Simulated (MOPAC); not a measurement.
Input file for MOPAC: PM7 on BFH2O (SMILES OBF), a point of a bond scan (R = 4.247 Å).

```
PM7 1SCF PRECISE CHARGE=0 THREADS=1
BFH2O

B     -0.35597186 1    -0.16970641 1    -0.21957831 1
H     -1.28437305 1    -0.66736312 1    -0.78003284 1
F      0.32773473 1     3.99986229 1    -0.65119617 1
O      0.50508287 1    -0.86058104 1     0.55608247 1
H      0.30439133 1    -1.79901087 1     0.61939460 1
```

It printed:

```
*******************************************************************************
 **                                                                           **
 **                              MOPAC v23.2.5                                **
 **                                                                           **
 *******************************************************************************
 ** MOPAC's Digital Object Identifier: https://doi.org/10.5281/zenodo.6511958 **
 **                                                                           **
 ** Please cite the open-source release paper for use of this MOPAC version:  **
 ** J. E. Moussa and J. J. P. Stewart (2026)                                  **
 ** MOPAC: An open-source semiempirical molecular orbital program             **
 ** J. Open Source Softw., 11(119), 8025, https://doi.org/10.21105/joss.08025 **
 *******************************************************************************

                              PM7 CALCULATION RESULTS

 *******************************************************************************
 *  PM7        - The PM7 Hamiltonian to be used
 *
 *
 *
 *                 CHARGE ON SYSTEM = 0
 *
 *
 *
 *  PRECISE    - TIGHTER CRITERIA TO BE USED
 *  1SCF       - DO 1 SCF AND THEN STOP
 *  THREADS=1  - MULTI-THREADING NOT USED
 *  T=         - A TIME OF 172800.0 SECONDS REQUESTED
 *  DUMP=N     - RESTART FILE WRITTEN EVERY 7200.0 SECONDS REQUESTED
 *******************************************************************************
PM7 1SCF PRECISE CHARGE=0 THREADS=1
 BFH2O

   ATOM   CHEMICAL          X               Y               Z
  NUMBER   SYMBOL      (ANGSTROMS)     (ANGSTROMS)     (ANGSTROMS)

     1       B         -0.35597186  *  -0.16970641  *  -0.21957831  *
     2       H         -1.28437305  *  -0.66736312  *  -0.78003284  *
     3       F          0.32773473  *   3.99986229  *  -0.65119617  *
     4       O          0.50508287  *  -0.86058104  *   0.55608247  *
     5       H          0.30439133  *  -1.79901087  *   0.61939460  *



          CARTESIAN COORDINATES

    NO.       ATOM           X           Y           Z

     1         B         -0.3560     -0.1697     -0.2196
     2         H         -1.2844     -0.6674     -0.7800
     3         F          0.3277      3.9999     -0.6512
     4         O          0.5051     -0.8606      0.5561
     5         H          0.3044     -1.7990      0.6194

 General Reference for PM7:
 "Optimization of Parameters for Semiempirical Methods VI: More Modifications to the
 NDDO Approximations and Re-optimization of Parameters", J. J. P. Stewart, J. Mol. Mod., 1:32, 19 (2013)
 https://link.springer.com/article/10.1007/s00894-012-1667-x

           Empirical Formula: H2 O B F  =     5 atoms



      MOLECULAR POINT GROUP   :   Cs


      RHF CALCULATION, NO. OF DOUBLY OCCUPIED LEVELS = 9


 -------------------------------------------------------------------------------
 PM7 1SCF PRECISE CHARGE=0 THREADS=1
 BFH2O



     1SCF WAS SPECIFIED, SO BFGS WAS NOT USED
     SCF FIELD WAS ACHIEVED


                              PM7 CALCULATION
                                                       MOPAC v23.2.5 Linux




          FINAL HEAT OF FORMATION =         24.28666 KCAL/MOL =     101.61537 KJ/MOL


          COSMO AREA              =        100.68 SQUARE ANGSTROMS
          COSMO VOLUME            =         72.67 CUBIC ANGSTROMS

          IONIZATION POTENTIAL    =          7.107516 EV
          HOMO LUMO ENERGIES (EV) =         -7.108 -3.620
          NO. OF FILLED LEVELS    =          9
          MOLECULAR WEIGHT        =         47.8236         POINT GROUP:  Cs

          MOLECULAR DIMENSIONS (Angstroms)

            Atom       Atom       Distance
            H     5    F     3     5.93649
            O     4    H     2     2.19225
            H     2    H     5     0.00000


          SCF CALCULATIONS        =          1





   ATOM   CHEMICAL          X               Y               Z
  NUMBER   SYMBOL      (ANGSTROMS)     (ANGSTROMS)     (ANGSTROMS)

     1       B         -0.35597186  *  -0.16970641  *  -0.21957831  *
     2       H         -1.28437305  *  -0.66736312  *  -0.78003284  *
     3       F          0.32773473  *   3.99986229  *  -0.65119617  *
     4       O          0.50508287  *  -0.86058104  *   0.55608247  *
     5       H          0.30439133  *  -1.79901087  *   0.61939460  *

                             CARTESIAN COORDINATES

   1    B       -0.355971860    -0.169706410    -0.219578310
   2    H       -1.284373050    -0.667363120    -0.780032840
   3    F        0.327734730     3.999862290    -0.651196170
   4    O        0.505082870    -0.860581040     0.556082470
   5    H        0.304391330    -1.799010870     0.619394600


           Empirical Formula: H2 O B F  =     5 atoms



      MOLECULAR POINT GROUP   :   Cs


                  EIGENVALUES
 -32.89016 -29.96061 -21.06929 -18.73986 -16.16625 -15.08593  -8.28946  -8.28904
  -7.10752  -3.62019  -2.77329  -0.15571   1.32223   2.75809


              NET ATOMIC CHARGES AND DIPOLE CONTRIBUTIONS

  ATOM NO.   TYPE          CHARGE      No. of ELECS.   s-Pop       p-Pop
    1          B           0.859944        2.1401     0.86666     1.27340
    2          H           0.115863        0.8841     0.88414
    3          F          -0.823295        7.8233     2.00000     5.82330
    4          O          -0.549012        6.5490     1.75348     4.79553
    5          H           0.396501        0.6035     0.60350
 DIPOLE           X         Y         Z       TOTAL
 POINT-CHG.    -4.233   -18.046     0.947    18.561
 HYBRID         0.991     0.760     0.548     1.364
 SUM           -3.242   -17.286     1.495    17.651


          ATOMIC ORBITAL ELECTRON POPULATIONS

     Atom    s        px        py        pz
    1  B   0.86666   0.57073   0.29756   0.40511
    2  H   0.88414
    3  F   2.00000   1.99603   1.82940   1.99787
    4  O   1.75348   1.68873   1.39695   1.70985
    5  H   0.60350

 **********************
 *                    *
 * JOB ENDED NORMALLY *
 *                    *
 **********************




 == MOPAC DONE ==
```

The run finished.

Cost: roughly 0.020 core-seconds.
